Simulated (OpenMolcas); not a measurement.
**B I: thermal populations, the spin-orbit constant, worked from levels**

```yaml
Program: OpenMolcas
Basis: ANO-L-VTZP [4s3p2d1f]
Scalar_Hamiltonian: non-relativistic, point nucleus
Active_space: 3 electrons in 4 orbitals (2s 2p)
State_averaging: 2S+1 = 4 odd, 1 root (0 in the spin-orbit step); 2S+1 = 2 odd, 3 roots; 2S+1 = 4 even, 3 roots; 2S+1 = 2 even, 5 roots
Spin-orbit_coupling: RASSI with atomic mean-field integrals over the reference wave functions, term energies averaged over their components
```

Methods: CASSCF; SS-CASPT2, IPEA 0.25 Eh, imaginary shift 0.1 Eh (closed shells correlated: 1s). Measured levels: NIST Handbook of Basic Atomic Spectroscopic Data.

**Thermal populations.** Z = Σ (2J + 1) exp(-E/kT) with k = 0.695035 cm-1/K, over the levels below. No other level of either list lies under 40000 cm-1, which is above 7 kT at each temperature.

```csv
Level,2J + 1,SS-CASPT2,measured
2s² 2p ²P°_1/2,2,0.0,0.0
2s² 2p ²P°_3/2,4,14.5,15.3
2s 2p² ⁴P_1/2,2,27120,28870
2s 2p² ⁴P_3/2,4,27130,28875
2s 2p² ⁴P_5/2,6,27130,28881
```

```json
{"T (K)": "3000", "Z, SS-CASPT2": "5.972", "Z, measured levels": "5.971", "Ground level (%), SS-CASPT2": "33.5", "Ground level (%), measured levels": "33.5"}
{"T (K)": "5000", "Z, SS-CASPT2": "5.988", "Z, measured levels": "5.985", "Ground level (%), SS-CASPT2": "33.4", "Ground level (%), measured levels": "33.4"}
{"T (K)": "8000", "Z, SS-CASPT2": "6.081", "Z, measured levels": "6.056", "Ground level (%), SS-CASPT2": "32.9", "Ground level (%), measured levels": "33.0"}
```

At 8000 K, kT = 5560 cm-1, and the computed levels give Z = 2.000 + 3.990 + 0.015 + 0.030 + 0.046 = 6.081.

**The spin-orbit constant.** For the Hund term ²P° of p1, E(J) = (A/2) J(J+1) + constant and ζ = 2S·A = A. From J = 1/2 to J = 3/2 the energy changes by 1.5 A.

| Source | E(3/2) - E(1/2) | A | ζ |
| --- | --- | --- | --- |
| CASSCF | 14.5 | 9.7 | 10 |
| SS-CASPT2 | 14.5 | 9.7 | 10 |
| measured | 15.3 | 10.2 | 10 |

All in cm-1. SS-CASPT2 is off by -5.2 % and CASSCF by -5.2 %. Both methods take the spin-orbit matrix elements from the reference wave functions, so the second can move ζ only through the term energies and any multistate remixing.

Without dynamic correlation excited terms often stand tens of per cent too high (terms of higher spin than the ground term too low), and those without a measured partner can miss by more than the paired ones (holds for CASSCF). Measured partners are found by configuration, term and J. A level has none where our copy of the source lacks it or the pairing is in doubt (some pairs that miss far off the trend of their configuration count as doubtful), and it then counts in no deviation. Levels of configurations outside the active space are missing.

° marks odd parity.
